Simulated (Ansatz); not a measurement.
Reaction (ligand exchange at the Si–S bond): `Cl[SiH2]S[Si](Cl)(Cl)Cl` + `S[SiH2]Cl` → `Cl[SiH2]S[SiH2]Cl` + `S[Si](Cl)(Cl)Cl`

Computed with Ansatz on PBE0-D4/def2-TZVP structures; ΔE is electronic, products minus reactants. CCSD(T)/CBS is the MP2 limit (def2-TZVPP, def2-QZVPP) plus CCSD(T) − MP2 in def2-TZVPP, frozen cores. DFT in def2-TZVPP. B3LYP here is the variant with VWN-RPA as its local correlation; programs differ in this. One conformer a species, not always the lowest.

```json
{"level": "r2SCAN-D4", "ΔE (kcal/mol)": "-0.4", "difference from CCSD(T)/CBS": "-0.1"}
{"level": "PBE0-D4", "ΔE (kcal/mol)": "-0.2", "difference from CCSD(T)/CBS": "0.1"}
{"level": "ωB97X-V", "ΔE (kcal/mol)": "-0.4", "difference from CCSD(T)/CBS": "-0.1"}
{"level": "r2SCAN", "ΔE (kcal/mol)": "-0.6", "difference from CCSD(T)/CBS": "-0.3"}
{"level": "B3LYP", "ΔE (kcal/mol)": "-0.9", "difference from CCSD(T)/CBS": "-0.6"}
{"level": "HF/def2-TZVPP", "ΔE (kcal/mol)": "-1.3", "difference from CCSD(T)/CBS": "-1.0"}
{"level": "SCS-MP2/def2-TZVPP", "ΔE (kcal/mol)": "-0.4", "difference from CCSD(T)/CBS": "-0.1"}
{"level": "CCSD/def2-TZVPP", "ΔE (kcal/mol)": "-0.6", "difference from CCSD(T)/CBS": "-0.3"}
{"level": "SCS-MP2/def2-QZVPP", "ΔE (kcal/mol)": "-0.4", "difference from CCSD(T)/CBS": "-0.1"}
{"level": "CCSD/CBS(def2)", "ΔE (kcal/mol)": "-0.5", "difference from CCSD(T)/CBS": "-0.2"}
{"level": "CCSD(T)/CBS", "ΔE (kcal/mol)": "-0.3", "difference from CCSD(T)/CBS": "0"}
```

Largest T1 diagnostic among the species: 0.010.

In def2-TZVPP, CCSD(T) changes the Hartree–Fock value by +0.9 kcal/mol (the triples alone add +0.2 kcal/mol) and MP2 by +1.1 kcal/mol. The D4 term adds +1.0 kcal/mol with B3LYP and +0.6 kcal/mol with PBE0; it sums over pairs of atoms, weighted by their polarisabilities, and B3LYP, whose exchange is more repulsive, gets the larger term.
